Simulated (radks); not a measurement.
Question: Spherical quantum dot in the effective-mass picture: electrons in a hard-walled sphere of radius 3.03, with a point charge +2 (a donor) at the centre, all in effective atomic units (hartree* = m*/eps^2 hartree, bohr* = eps/m* bohr), one dielectric constant everywhere. Method: non-relativistic Kohn-Sham, PBE, spin-polarised, spherical densities; computed with a radial shooting solver with Libxc functionals. Levels are named by radial order and angular momentum (1s, 1p, 1d, 2s, ...), and open shells are averaged over m. Each electron was tried in the lowest free levels, single moves between levels near the top were tried too, and the lowest total energy was kept; such a search can miss a lower state. Give the order in which the levels fill up to N = 23, the shell closures and the spin along the way.

Answer: Shells are first occupied in the order 1s, 1p, 2s, 1d, 1f. Open shells at each N (closed shells left out): 1: 1s(up 1, down 0); 2: none; 3: 1p(up 1, down 0); 4: 1p(up 2, down 0); 5: 1p(up 3, down 0); 6: 1p(up 3, down 1); 7: 1p(up 3, down 2); 8: none; 9: 2s(up 1, down 0); 10: none; 11: 1d(up 1, down 0); 12: 1d(up 2, down 0); 13: 1d(up 3, down 0); 14: 1d(up 4, down 0); 15: 1d(up 5, down 0); 16: 1d(up 5, down 1); 17: 1d(up 5, down 2); 18: 1d(up 5, down 3); 19: 1d(up 5, down 4); 20: none; 21: 1f(up 1, down 0); 22: 1f(up 2, down 0); 23: 1f(up 3, down 0). All shells are closed at N = 2, 8, 10, 20 (there: 1s2 1p6 1d10 2s2). Largest 2S: 5, at N = 15.
